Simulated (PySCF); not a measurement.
**A small calculation by hand: chemical shift, span and skew from a shielding tensor**

Si(CCH)(F)2(Me) (C3H4F2Si), SMILES C#C[Si](C)(F)F. Atoms are numbered in the order given.

```xyz
10

C     -0.2113     2.7100     0.0000
C     -0.0766     1.5015     0.0000
Si     0.0541    -0.3143     0.0000
C     -1.5773    -1.1648     0.0000
F      0.9176    -0.7576     1.2902
F      0.9176    -0.7576    -1.2902
H     -0.3223     3.7805     0.0000
H     -2.1572    -0.8830    -0.8917
H     -1.4460    -2.2574     0.0000
H     -2.1572    -0.8830     0.8917
```
Charge 0, spin multiplicity 1.

The structure is a stationary point at PBE0-D3(BJ)/def2-SVP.

GIAO shieldings from HF/pcSseg-1 (PySCF), non-relativistic, no solvent. The symmetric part of the tensor of F5 has the principal values 298.8, 367.5, 399.9 ppm. The same nucleus in CFCl3 has σ = 238.5 ppm at this level (PySCF, at its B3LYP-D3(BJ)/def2-TZVP geometry).

**Question.** Work out the isotropic shielding, the ¹⁹F shift against CFCl3, the span and the skew.

**Answer.** 
σ(iso) = (σ11 + σ22 + σ33)/3 = 355.4 ppm. δ = σ(ref) − σ(iso) = 238.5 − (355.4) = -116.9 ppm.
Span Ω = σ33 − σ11 = 101.1 ppm. Skew κ = 3(σ(iso) − σ22)/Ω = -0.36. Tumbling in solution averages the tensor to δ; in a static solid the shielding alone would spread this spin-1/2 line over Ω.
